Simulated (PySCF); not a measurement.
**Highest orbital energy against ionisation energy along the second row**

Calculated with PySCF 2.14, no spin-orbit coupling. Each cell gives −ε(HOMO) / ΔSCF in eV; NIST values include spin-orbit coupling, (s) semi-empirical, (t) theoretical.

```csv
species,UHF,LDA,PBE,PBE0,r2SCAN,NIST (lowest levels)
"B²⁺ (aug-cc-pwCVTZ, non-relativistic)",37.821 / 37.817,32.358 / 37.895,32.645 / 38.282,34.046 / 38.224,32.880 / 37.855,37.931
"C²⁺ (aug-cc-pwCVTZ, non-relativistic)",46.096 / 45.780,40.157 / 46.950,40.359 / 47.104,42.037 / 47.040,40.673 / 46.626,47.888
"N²⁺ (aug-cc-pwCVTZ, non-relativistic)",48.005 / 47.269,38.561 / 47.843,38.815 / 47.994,41.240 / 47.978,39.759 / 48.198,47.445 (s)
"O²⁺ (aug-cc-pwCVTZ, non-relativistic)",55.761 / 54.583,44.964 / 55.395,45.047 / 55.244,47.879 / 55.279,46.103 / 55.579,54.936 (s)
"F²⁺ (aug-cc-pwCVTZ, non-relativistic)",63.849 / 62.229,51.581 / 63.155,51.554 / 62.829,54.801 / 62.907,52.788 / 63.147,62.708 (s)
"Ne²⁺ (aug-cc-pwCVTZ, non-relativistic)",64.086 / 61.803,52.125 / 63.609,52.540 / 63.864,55.733 / 63.714,53.376 / 63.600,63.423
```

Problem. How far is −ε(HOMO) from ΔSCF on average for each method, and why?

Solution. UHF 1.02 eV; LDA -9.18 eV; PBE -9.06 eV; PBE0 -6.57 eV; r2SCAN -8.24 eV. Hartree-Fock orbital energies lack relaxation and so exceed the ΔSCF value; semilocal functionals have convex E(N) from self-interaction, so their HOMO lies far too high; exact exchange moves hybrids part of the way back.
